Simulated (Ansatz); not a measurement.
Gas-phase electronic energies from Ansatz, PBE0-D4/def2-TZVP geometries. CCSD(T)/CBS adds triple-zeta CCSD(T) − MP2 to the extrapolated MP2 energy (def2 sets, frozen cores). DFT in def2-TZVPP. For Br outer-core shells are correlated without core-valence functions, which leaves a few kJ/mol of doubt a bond. Scalar relativity is left out up to krypton. Each species was taken in one conformer, which may not be the lowest.

Consider the ligand exchange at a B–Br bond: `OB(O)Br` + `CCS` → `CCSB(O)O` + HBr.

| level | ΔE (kJ/mol) |
| --- | --- |
| PBE0-D4 | 10.8 |
| PBE0 | 14.4 |
| CCSD(T)/def2-TZVPP | 11.7 |
| MP2/def2-QZVPP | 12.9 |

Problem. What does CCSD(T)/CBS give? (Best estimate.)

Solution. Ansatz gave: +12.3 kJ/mol. The listed levels differ from it by -1.5, 2.1, -0.6, 0.6 kJ/mol.

Largest T1 diagnostic among the species: 0.012.

In def2-TZVPP, CCSD(T) changes the Hartree–Fock value by −11.5 kJ/mol (the triples alone add −2.2 kJ/mol) and MP2 by −10.6 kJ/mol. The D4 term adds −5.8 kJ/mol with B3LYP and −3.6 kJ/mol with PBE0; it sums over pairs of atoms, weighted by their polarisabilities, and B3LYP, whose exchange is more repulsive, gets the larger term.

B3LYP here is the variant with VWN-RPA as its local correlation; programs differ in this.
